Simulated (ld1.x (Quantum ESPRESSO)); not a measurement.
# silicon (Si), ultrasoft: configuration errors across variants

```json
{"Element": "silicon (Si)", "Generator": "ld1.x (Quantum ESPRESSO) 7.5", "Type": "ultrasoft", "Functional": "PBE", "Relativity": "non-relativistic", "Frozen core": "[Ne]", "Valence charge": "4", "Reference configuration": "3s1 3p3", "Partial waves": "3s (bound): rcut 1.45, rcutus 1.70 bohr; 3s channel at 0.2 Ry: rcut 1.45, rcutus 1.70 bohr; 3p (bound): rcut 1.60, rcutus 2.05 bohr; 3p channel at 0.1 Ry: rcut 1.60, rcutus 2.05 bohr", "Local potential": "all-electron potential smoothed inside 1.30 bohr (lloc = -1)", "Core correction": "a·sin(br)/r model core inside 0.85 bohr", "Augmentation charge": "PSQ, radius 1.60 bohr"}
```

All-electron excitation energies from the reference (eV): (1) 3s2 3p2 -6.759; (2) 3s2 3p1 0.992; (3) 3s2 3p0 16.997; (4) 3s1 3p2 8.360; (5) 3s2 3p1.5 -3.832; (6) 3s2 3p2.3 -7.692; (7) 3s0 3p4 6.905.

3 further variants failed, have other tests or another functional or relativity, and are left out.

Errors AE − PS in meV (a dash: test not solved or not reliable):

| change | (1) | (2) | (3) | (4) | (5) | (6) | (7) | bound ghosts |
| --- | --- | --- | --- | --- | --- | --- | --- | --- |
| base | -2.4 | -0.8 | +6.0 | +0.2 | -2.0 | -2.5 | -2.4 | none |
| core correction a·sin(br)/r model core inside 0.66 bohr | -2.5 | -0.8 | +6.0 | +0.1 | -2.1 | -2.6 | -2.4 | none |
| wave 3p channel at 0.1 Ry: rcut 1.60, rcutus 2.05 bohr becomes 3p channel at -0.1 Ry: rcut 1.60, rcutus 2.05 bohr | -2.4 | -0.8 | +6.0 | +0.2 | -2.0 | -2.5 | -2.4 | none |
| waves 3p (bound): rcut 1.60, rcutus 1.90 bohr; 3p channel at 0.1 Ry: rcut 1.60, rcutus 1.90 bohr | -1.8 | -0.1 | +5.0 | 0.0 | -1.3 | -1.9 | -1.7 | none |
| local potential all-electron potential smoothed inside 1.10 bohr (lloc = -1) | -2.5 | -0.8 | +6.0 | +0.2 | -2.0 | -2.5 | -2.4 | none |
| waves 3p (bound): rcut 1.60, rcutus 2.38 bohr; 3p channel at 0.1 Ry: rcut 1.60, rcutus 2.38 bohr | -3.4 | -2.2 | +6.2 | +0.4 | -3.3 | -3.4 | -3.3 | none |

(1) Give the same row for: augmentation PSQ, radius 1.45 bohr.

Answers

(1) -1.5, +0.1, +6.6, +0.2, -1.1, -1.6, -1.4; bound ghosts: none.
